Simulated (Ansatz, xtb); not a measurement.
**Relative energy of two conformers of H5InN2**

We compare X, `[NH2][InH][NH2]`, a singlet, with Y, `[NH2][InH][NH2]`, a singlet. Both are isolated molecules in the gas phase, relaxed with PBE0-D3(BJ)/def2-SVP.

X (Å):

```xyz
8

In    0.0293   -0.1381    0.6352
N    -0.7344   -1.7067   -0.3976
N     1.7071   -0.5998    1.6755
H    -1.6723   -1.6596   -0.7807
H    -0.5280   -2.6583   -0.1128
H    -0.5431    1.4657    0.4527
H     2.0582    0.0318    2.3871
H     1.8958   -1.5593    1.9457
```

Y (Å):

| atom | x (Å) | y (Å) | z (Å) |
| --- | --- | --- | --- |
| In | 0.1435 | 0.6529 | 0.1242 |
| N | -0.0772 | -0.2092 | 1.9477 |
| N | 0.7315 | -0.6524 | -1.3138 |
| H | 1.1489 | -1.5378 | -1.0451 |
| H | -0.6616 | 0.2342 | 2.6485 |
| H | 1.1825 | -0.3079 | -2.1547 |
| H | -0.1382 | 2.3161 | -0.1718 |
| H | -0.1739 | -1.2173 | 2.0158 |

Energies in hartree; the thermal terms are from PBE0-D3(BJ)/def2-SVP harmonic frequencies (ideal gas, rigid rotor, one conformer each, 298.15 K, 1 atm) and include the zero-point energy:

|  | X | Y |
| --- | --- | --- |
| E, CCSD(T)/def2-TZVP | −301.821616 | −301.821811 |
| zero-point energy | 0.055306 | 0.055449 |
| H(298 K) − E | 0.062665 | 0.062707 |
| G(298 K) − E | 0.025585 | 0.026508 |

Question: Work out ΔE, ΔE₀, ΔH and ΔG for X → Y in kcal/mol (1 Eh = 627.51 kcal/mol) and the equilibrium ratio [Y]/[X].

Answer: 1. ΔE = −301.821811 − (−301.821616) = −0.000195 Eh = −0.12 kcal/mol.
2. ΔE₀ = ΔE + ΔZPE = −0.000195 + (+0.000143) Eh = −0.03 kcal/mol.
3. ΔH = ΔE + (+0.000042) Eh = −0.10 kcal/mol.
4. ΔG = ΔE + (+0.000923) Eh = +0.46 kcal/mol, so ΔS = (ΔH − ΔG)/T = −7.8 J/(mol K).
5. kT = 0.9442 mEh, so K = [Y]/[X] = exp(−ΔG/kT) = exp(−0.77) ≈ 0.46.

The two are too close for this level to say which is favoured. An error of 1 kcal/mol in ΔG would change K by a factor of 5.4. Mirror images and further conformers aren't counted.

Other levels gave ΔE = −0.1 (PBE0-D3(BJ)/def2-SVP); −0.1 (HF/def2-TZVP); −0.1 (MP2/def2-TZVP) kcal/mol. The correlated steps freeze 6 core orbitals; the filled d shell of In is correlated, in a basis made for valence electrons. Atoms past krypton carry core potentials in the def2 sets, without spin–orbit terms. Programs: Ansatz 0.2.0.
